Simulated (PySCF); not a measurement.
**Correlation energy of Tc (technetium, neutral)**

[Kr] 4d7, high-spin 4F determinant (an excited configuration). Calculation: PySCF 2.14, in aug-cc-pVTZ-PP with ECP28MDF (6s6p5d3f2g, 88 functions); scalar relativity through the core potential. Frozen: 4s2 4p6; 7 electrons correlated.

```json
{"level": "CCSD", "correlation energy (mhartree)": "-171.65"}
{"level": "(T)", "correlation energy (mhartree)": "-10.90"}
{"level": "CCSD(T)", "correlation energy (mhartree)": "-182.55"}
```

Diagnostics: T1 = 0.011, D1 = 0.0199, largest double amplitude 0.033.

Cost of the coupled-cluster step: roughly 20 core-seconds, for 7 correlated electrons.

Iterations:

```
CC2 = 0
CCSD nocc = (np.int64(5), np.int64(2)), nmo = (84, 84)
frozen orbitals [[0, 1, 2, 3], [0, 1, 2, 3]]
max_cycle = 100
direct = 0
conv_tol = 1e-08
conv_tol_normt = 1e-06
diis_space = 8
diis_start_cycle = 0
Init t2, MP2 energy = -0.171077419693878
Init E_corr(UCCSD) = -0.171077419698421
cycle = 1  E_corr(UCCSD) = -0.168156625160391  dE = 0.00292079454  norm(t1,t2) = 0.0504246
cycle = 2  E_corr(UCCSD) = -0.170236257081173  dE = -0.00207963192  norm(t1,t2) = 0.0231603
cycle = 3  E_corr(UCCSD) = -0.170308516779179  dE = -7.2259698e-05  norm(t1,t2) = 0.0151417
cycle = 4  E_corr(UCCSD) = -0.17121594478042  dE = -0.000907428001  norm(t1,t2) = 0.0109223
cycle = 5  E_corr(UCCSD) = -0.17144622520376  dE = -0.000230280423  norm(t1,t2) = 0.00573478
cycle = 6  E_corr(UCCSD) = -0.171553213641238  dE = -0.000106988437  norm(t1,t2) = 0.00395715
cycle = 7  E_corr(UCCSD) = -0.171592889990481  dE = -3.96763492e-05  norm(t1,t2) = 0.00214707
cycle = 8  E_corr(UCCSD) = -0.171641428743191  dE = -4.85387527e-05  norm(t1,t2) = 0.00139954
cycle = 9  E_corr(UCCSD) = -0.171651300510731  dE = -9.87176754e-06  norm(t1,t2) = 0.000522682
cycle = 10  E_corr(UCCSD) = -0.171650813771612  dE = 4.86739119e-07  norm(t1,t2) = 0.000271123
cycle = 11  E_corr(UCCSD) = -0.171651187993863  dE = -3.7422225e-07  norm(t1,t2) = 0.000155642
cycle = 12  E_corr(UCCSD) = -0.171651740504176  dE = -5.52510313e-07  norm(t1,t2) = 5.89679e-05
cycle = 13  E_corr(UCCSD) = -0.171651920289856  dE = -1.7978568e-07  norm(t1,t2) = 3.08979e-05
cycle = 14  E_corr(UCCSD) = -0.171651870540966  dE = 4.97488904e-08  norm(t1,t2) = 1.46542e-05
cycle = 15  E_corr(UCCSD) = -0.171651896693721  dE = -2.6152755e-08  norm(t1,t2) = 7.08203e-06
cycle = 16  E_corr(UCCSD) = -0.171651890416563  dE = 6.27715818e-09  norm(t1,t2) = 3.66484e-06
cycle = 17  E_corr(UCCSD) = -0.17165189867959  dE = -8.26302785e-09  norm(t1,t2) = 1.77428e-06
cycle = 18  E_corr(UCCSD) = -0.171651908741083  dE = -1.00614928e-08  norm(t1,t2) = 1.0096e-06
cycle = 19  E_corr(UCCSD) = -0.171651911411198  dE = -2.67011446e-09  norm(t1,t2) = 5.03446e-07
UCCSD converged
E(UCCSD) = -79.88642969722673  E_corr = -0.1716519114111976
UCCSD(T) correction = -0.0108961289518238
```
